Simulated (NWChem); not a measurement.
C₄H₅F; SMILES C(=C)C(F)=C

```xyz
10

C      0.0574    -1.9436     0.0000
C     -0.6566    -0.8118     0.0000
C     -0.0656     0.5185     0.0000
C     -0.7326     1.6769     0.0000
F      1.2716     0.5258     0.0000
H      1.1496    -1.9194     0.0000
H     -0.4315    -2.9200     0.0000
H     -1.7501    -0.8395     0.0000
H     -1.8223     1.6778     0.0000
H     -0.1981     2.6277     0.0000
```
Atoms are numbered in this order, from 1.

Program: NWChem. Pople sets run with spherical d functions. STO-3G and 3-21G are far too small for this property and stand as cheap habits. Coordinates come from a PBE0/def2-SVP optimisation. GIAO values for the isolated, static molecule; σ is the absolute isotropic shielding, δ = σ(reference) − σ with the isolated reference molecule computed at the same levels (13C: tetramethylsilane, 19F: trichlorofluoromethane, 1H: tetramethylsilane).

```json
[
 {"level": "PBE/pcSseg-1", "δ C1 (ppm)": "121.3", "δ C2 (ppm)": "135.8", "δ C4 (ppm)": "97.4", "δ F5 (ppm)": "-122.1", "δ H6 (ppm)": "5.80", "δ H9 (ppm)": "4.47", "δ H10 (ppm)": "4.80", "relative time": "10"},
 {"level": "Hartree-Fock/STO-3G", "δ C1 (ppm)": "116.1", "δ C2 (ppm)": "118.7", "δ C4 (ppm)": "101.6", "δ F5 (ppm)": "-9.3", "δ H6 (ppm)": "6.17", "δ H9 (ppm)": "5.03", "δ H10 (ppm)": "5.24", "relative time": "1"},
 {"level": "Hartree-Fock/6-31G*", "δ C1 (ppm)": "119.8", "δ C2 (ppm)": "125.6", "δ C4 (ppm)": "95.0", "δ F5 (ppm)": "-88.3", "δ H6 (ppm)": "5.97", "δ H9 (ppm)": "4.29", "δ H10 (ppm)": "4.73", "relative time": "6"}
]
```

Relative times are rough (shared machine, one core).
